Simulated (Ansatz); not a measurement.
C₅H₉O₂ (SMILES CCCCO[C]=O), doublet, at a GFN2-xTB geometry, with bond 14-3 at 1.4 times its length; Ansatz (a program for electronic structure) with SC-NEVPT2/STO-3G, CASSCF(3,4).

Ansatz was given this input:
Ansatz 0.2 input:
```yaml
crystal:
  periodic: [false, false, false]
  atoms:
    - {symbol: C, position_ang: [3.00226701, 0.79880876, 0.65699187]}
    - {symbol: C, position_ang: [2.04651383, -0.27493168, 0.15220979]}
    - {symbol: C, position_ang: [0.59423258, 0.07875155, 0.47095795]}
    - {symbol: C, position_ang: [-0.35901479, -0.99086667, -0.03304500]}
    - {symbol: O, position_ang: [-1.75345555, -0.65717584, 0.32436231]}
    - {symbol: C, position_ang: [-2.41389845, 0.18133953, -0.36894129]}
    - {symbol: O, position_ang: [-2.21221350, 0.84233211, -1.34720837]}
    - {symbol: H, position_ang: [2.91365675, 0.91306580, 1.73486228]}
    - {symbol: H, position_ang: [4.03006311, 0.53320727, 0.42296507]}
    - {symbol: H, position_ang: [2.78020002, 1.75609018, 0.19150960]}
    - {symbol: H, position_ang: [2.29552041, -1.23239134, 0.61486073]}
    - {symbol: H, position_ang: [2.16196690, -0.38677709, -0.92781158]}
    - {symbol: H, position_ang: [0.33936394, 1.03196352, 0.00198748]}
    - {symbol: H, position_ang: [0.41990199, 0.23220999, 1.98223885]}
    - {symbol: H, position_ang: [-0.18069386, -1.95441411, 0.44494979]}
    - {symbol: H, position_ang: [-0.30503663, -1.08896800, -1.12003922]}
basis:
  gaussian:
    orbitals: STO-3G
correlation: {method: sc_nevpt2, electrons: all, active_space: {window: {electrons: 3, orbitals: 4}}}
magnetization: {spin_polarized: false, initial_magnetization: 1}
```

Q: Predict the main parts of the log of this Ansatz run.

A: 
```
Functional definition: HF
636 factors; integrals over basis functions are off by at most 5.0e-5 eV
mean field evaluation 1: about -9242.5489 eV, gradient 3.2e1 eV
mean field evaluation 2: about -9242.9650 eV, gradient 3.2e1 eV
mean field evaluation 4: about -9246.7306 eV, gradient 4.6e0 eV
mean field evaluation 8: about -9246.8090 eV, gradient 2.8e-1 eV
mean field -9246.81202111 eV, -339.8140740613 hartree, gradient 1.7e-6 eV, S^2 0.750000; 0 other end points of the search recorded, 0 dependent functions left out
reference -9246.81202111 eV, -339.8140740613 hartree; 28, 27 occupied and 16, 17 virtual orbitals, 636 factors
state -9247.90723523 eV, -339.8543224380 hartree
state -9247.90723523 eV, -339.8543224380 hartree; corrected -9257.42095021 eV, -340.2039450149 hartree
state -9247.78248402 eV, -339.8497379155 hartree
state -9247.78248402 eV, -339.8497379155 hartree; corrected -9256.82500856 eV, -340.1820445632 hartree
state -9247.90723523 eV, -339.8543224380 hartree; corrected -9257.42095021 eV, -340.2039450149 hartree
2 active orbitals were swapped for others, from the solution at -9247.78248395 eV, -339.8497379132 hartree to that at -9247.90720262 eV, -339.8543212398 hartree; typed "places" are swapped only where nearly empty or full, and so, without "given_window_search", are "orbital_numbers", "shells" and a window whose orbitals a file names under [Active]
Total energy: -9257.42095021 eV, -340.2039450149 hartree
```
